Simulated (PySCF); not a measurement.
## SeCl₂, singlet: computed properties

Method: PBE0/[Se def2-TZVP, Cl def2-TZVP], no relativity, density fitting, PySCF.

The structure is a minimum.

| Quantity | Value |
| --- | --- |
| Point group | C2v |
| Bond lengths | Se–Cl 2.147 Å (×2) |
| Bond angles | Cl–Se–Cl 101.5° |
| Zero-point energy | 6.1 kJ/mol |
| Principal polarisabilities | 30.9, 46.1, 66.9 bohr³ |
| Heat capacity Cp at 298.15 K | 53.0 J/(mol K) |
| Atomisation energy without zero-point energy | 531 kJ/mol |
| Dipole moment | 1.00 D |
| Principal quadrupole moments (Buckingham, traceless) about the centre of mass | -3.20, 0.46, 2.73 D Å |
| Rotational constants | 0.245, 0.08716, 0.06429 cm⁻¹ |
| Entropy at 298.15 K and 1 bar | 294.5 J/(mol K) |
| Highest occupied level | -6.98 eV |
| Rotational symmetry number | 2 |
| Enthalpy at 298.15 K above 0 K | 13.04 kJ/mol |
| Lowest empty level | -2.56 eV |

Harmonic modes (masses in u: Se 79.917, Cl 34.969):
```json
{"symmetry": "a1", "ω (cm⁻¹)": "163", "IR (km/mol)": "0.7", "type": "bend"}
{"symmetry": "b2", "ω (cm⁻¹)": "416", "IR (km/mol)": "54.8", "type": "stretch"}
{"symmetry": "a1", "ω (cm⁻¹)": "438", "IR (km/mol)": "10.0", "type": "stretch"}
```

In C2v the vibrations span 2a1 + b2. Here b1 is antisymmetric to the molecular plane and b2 lies in it.

Charges (e):
| atom | Mulliken | Löwdin | polar tensor | Mayer order to Se1 |
| --- | --- | --- | --- | --- |
| Se1 | 0.29 | -0.07 | 0.67 | – |
| Cl2,3 | -0.15 | 0.04 | -0.33 | 1.11 |

Mulliken populations on Se1: s 7.91, p 15.58, d 10.19, f 0.03.

Counting electrons, selenium keeps 4 of its valence electrons outside its bonds, so the VSEPR class is AX2E2 and the expected shape is bent (C2v), as computed.

The final relaxation and frequency run took about 60 core-seconds on a shared host.
